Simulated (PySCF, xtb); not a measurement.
ZnI2, SMILES [I][Zn][I].

GFN2-xTB in xtb at its own geometry gives an orbital gap of 5.18 eV and a dipole moment of 0.00 D.

Geometry: B3LYP-D3(BJ)/def2-SVP. The isomer is the one that the SMILES or the coordinates give; other isomers of the formula were not compared. The def2 effective core potentials stand for the cores of I; spin–orbit coupling is left out.

Task: What does r2SCAN/def2-TZVPD (PySCF) give? (Estimate from the structure and the level; the computed values follow.)

Result: gap 4.39 eV (levels -7.02 and -2.63 eV), dipole 0.00 D.
